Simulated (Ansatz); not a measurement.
Pair of molecules: H2O (SMILES O) (first 3 atoms) with CH3F (SMILES CF); geometry from B3LYP-D3(BJ)/def2-TZVP, rigid monomers moved along the line of their centres of mass till H3···F5 is 2.30 Å.
(charge 0, multiplicity 1):
```xyz
8

O     -0.121    -0.063     0.583
H      0.008     0.637    -0.064
H     -0.480     0.372     1.367
C      0.467    -0.280     4.107
F     -0.469     0.659     3.649
H     -0.065    -1.033     4.688
H      0.949    -0.729     3.241
H      1.193     0.242     4.730
```

Counterpoise-corrected where a basis set is named; no monomer relaxation.

Frozen-core correlation. CBS(a, b) extrapolates the correlation energy as X⁻³ and adds the Hartree–Fock energy of set b.

Programs: Ansatz (a first-principles code). 

Q: What interaction energy does HF/aug-cc-pVTZ give?

A: -11 kJ/mol
